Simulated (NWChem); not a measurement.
All runs are NWChem calculations. System: O3W, charge 0, spin multiplicity 1, displaced from the optimised geometry. The structure started from a generated list of species.

Input file:

```
start mol
memory heap 200 mb stack 900 mb global 1100 mb
geometry units angstroms nocenter noautoz
  W      0.000000     0.000000    -0.000285
  O      0.000000     0.000000     1.863855
  O      1.615539     0.000000    -0.930610
  O     -1.615539     0.000000    -0.930610
  symmetry group C2v
end
basis spherical
  * library def2-svp
end
ecp
  W library def2-ecp
end
dft
  xc becke88 lyp
  semidirect memsize 60000000 filesize 0
  iterations 100
  convergence energy 1e-9 density 1e-8 gradient 1e-7
end
task dft gradient
```

The output up to the point where the run's verdict is printed (cleaned and shortened):

```
             Northwest Computational Chemistry Package (NWChem) 7.3.0
             --------------------------------------------------------

                                NWChem Input Module
                                -------------------

 Scaling coordinates for geometry "geometry" by  1.889725989
 (inverse scale =  0.529177249)

 Turning off AUTOSYM since
 SYMMETRY directive was detected!

                             Geometry "geometry" -> ""
                             -------------------------

 Output coordinates in angstroms (scale by  1.889725989 to convert to a.u.)

  No.       Tag          Charge          X              Y              Z
 ---- ---------------- ---------- -------------- -------------- --------------
    1 W                   74.0000     0.00000000     0.00000000    -0.00028500
    2 O                    8.0000     0.00000000     0.00000000     1.86385500
    3 O                    8.0000     1.61553900     0.00000000    -0.93061000
    4 O                    8.0000    -1.61553900     0.00000000    -0.93061000

 Effective nuclear repulsion energy (a.u.)     535.6010867775

            Nuclear Dipole moment (a.u.)
            ----------------------------
        X                 Y               Z
 ---------------- ---------------- ----------------
     0.0000000000     0.0000000000    -0.0000188973

      Symmetry information
      --------------------

 Group name             C2v
 Group number             16
 Group order               4
 No. of unique centers     3

      Symmetry unique atoms

     1    2    3


 Summary of "ao basis" -> "" (spherical)
 ------------------------------------------------------------------------------
       Tag                 Description            Shells   Functions and Types
 ---------------- ------------------------------  ------  ---------------------
 *                          def2-svp                  on all atoms

                                 NWChem DFT Module
                                 -----------------

 Summary of "ao basis" -> "ao basis" (spherical)
 ------------------------------------------------------------------------------
[...]
 d= 0,ls=0.5,diis    52   -292.4544207186 -1.93D-07  1.53D-06  6.93D-06     6.4
 d= 0,ls=0.5,diis    53   -292.4544206610  5.76D-08  1.45D-06  7.66D-06     6.5
 d= 0,ls=0.5,diis    54   -292.4544207078 -4.69D-08  1.45D-06  7.37D-06     6.6
 d= 0,ls=0.5,diis    55   -292.4544206786  2.92D-08  1.46D-06  7.74D-06     6.7
 d= 0,ls=0.5,diis    56   -292.4544206008  7.78D-08  1.76D-06  8.53D-06     6.9
 d= 0,ls=0.5,diis    57   -292.4544204387  1.62D-07  1.58D-06  1.00D-05     7.0
 d= 0,ls=0.5,diis    58   -292.4544202512  1.87D-07  1.07D-06  1.17D-05     7.1
 d= 0,ls=0.5,diis    59   -292.4544202623 -1.11D-08  9.06D-07  1.15D-05     7.2
 d= 0,ls=0.5,diis    60   -292.4544202770 -1.47D-08  1.36D-06  1.14D-05     7.3
 d= 0,ls=0.5,diis    61   -292.4544204089 -1.32D-07  9.82D-07  1.03D-05     7.5
 d= 0,ls=0.5,diis    62   -292.4544204813 -7.24D-08  4.94D-06  9.68D-06     7.6
 d= 0,ls=0.5,diis    63   -292.4544209770 -4.96D-07  4.05D-06  5.35D-06     7.7
 d= 0,ls=0.5,diis    64   -292.4544212775 -3.01D-07  3.03D-06  2.97D-06     7.8
 d= 0,ls=0.5,diis    65   -292.4544214299 -1.52D-07  2.28D-06  1.89D-06     7.9
 d= 0,ls=0.5,diis    66   -292.4544214932 -6.33D-08  1.85D-06  1.55D-06     8.1
 d= 0,ls=0.5,diis    67   -292.4544215172 -2.40D-08  1.55D-06  1.49D-06     8.2
 d= 0,ls=0.5,diis    68   -292.4544214940  2.32D-08  1.43D-06  1.82D-06     8.3
 d= 0,ls=0.5,diis    69   -292.4544214360  5.80D-08  1.38D-06  2.42D-06     8.4
 d= 0,ls=0.5,diis    70   -292.4544214891 -5.31D-08  9.60D-07  1.97D-06     8.5
 d= 0,ls=0.5,diis    71   -292.4544214692  1.98D-08  8.44D-07  2.21D-06     8.7
 d= 0,ls=0.5,diis    72   -292.4544214439  2.53D-08  6.67D-07  2.47D-06     8.8
 d= 0,ls=0.5,diis    73   -292.4544214401  3.88D-09  6.62D-07  2.53D-06     8.9
 d= 0,ls=0.5,diis    74   -292.4544214195  2.06D-08  7.03D-07  2.74D-06     9.0
 d= 0,ls=0.5,diis    75   -292.4544214297 -1.02D-08  1.76D-06  2.66D-06     9.2
 d= 0,ls=0.5,diis    76   -292.4544215136 -8.39D-08  2.30D-06  1.92D-06     9.3
 d= 0,ls=0.5,diis    77   -292.4544216132 -9.97D-08  1.48D-06  1.09D-06     9.4
 d= 0,ls=0.5,diis    78   -292.4544216521 -3.89D-08  1.09D-06  8.27D-07     9.5
 d= 0,ls=0.5,diis    79   -292.4544216689 -1.67D-08  1.14D-06  7.35D-07     9.7
 d= 0,ls=0.5,diis    80   -292.4544216618  7.07D-09  8.20D-07  8.45D-07     9.8
 d= 0,ls=0.5,diis    81   -292.4544216395  2.23D-08  5.44D-07  1.07D-06     9.9
 d= 0,ls=0.5,diis    82   -292.4544216217  1.78D-08  3.42D-07  1.24D-06    10.0
 d= 0,ls=0.5,diis    83   -292.4544216178  3.95D-09  2.95D-07  1.28D-06    10.1
 d= 0,ls=0.5,diis    84   -292.4544216169  8.87D-10  4.13D-07  1.29D-06    10.2
 d= 0,ls=0.5,diis    85   -292.4544216210 -4.08D-09  3.94D-07  1.26D-06    10.4
 d= 0,ls=0.5,diis    86   -292.4544216071  1.38D-08  5.95D-07  1.39D-06    10.5
 d= 0,ls=0.5,diis    87   -292.4544216256 -1.85D-08  2.13D-06  1.22D-06    10.6
 d= 0,ls=0.5,diis    88   -292.4544217000 -7.43D-08  1.67D-06  5.74D-07    10.7
 d= 0,ls=0.5,diis    89   -292.4544217388 -3.88D-08  1.00D-06  2.73D-07    10.9
 d= 0,ls=0.5,diis    90   -292.4544217482 -9.41D-09  7.34D-07  2.27D-07    11.0
 d= 0,ls=0.5,diis    91   -292.4544217518 -3.54D-09  5.86D-07  2.23D-07    11.1
 d= 0,ls=0.5,diis    92   -292.4544217505  1.27D-09  4.99D-07  2.52D-07    11.2
 d= 0,ls=0.5,diis    93   -292.4544217493  1.24D-09  4.54D-07  2.76D-07    11.4
 d= 0,ls=0.5,diis    94   -292.4544217449  4.38D-09  4.02D-07  3.25D-07    11.5
 d= 0,ls=0.5,diis    95   -292.4544217393  5.58D-09  2.92D-07  3.81D-07    11.6
 d= 0,ls=0.5,diis    96   -292.4544217351  4.23D-09  3.06D-07  4.23D-07    11.7
 d= 0,ls=0.5,diis    97   -292.4544217334  1.62D-09  6.70D-07  4.40D-07    11.8
 d= 0,ls=0.5,diis    98   -292.4544217457 -1.23D-08  5.96D-07  3.31D-07    12.0
 d= 0,ls=0.5,diis    99   -292.4544217549 -9.15D-09  5.49D-07  2.57D-07    12.1
 d= 0,ls=0.5,diis   100   -292.4544217620 -7.08D-09  4.29D-07  2.04D-07    12.2
```

The run did not converge; its last values are not results. The next line reads: Calculation failed to converge. NWChem stopped with the message: dft gradient failed.
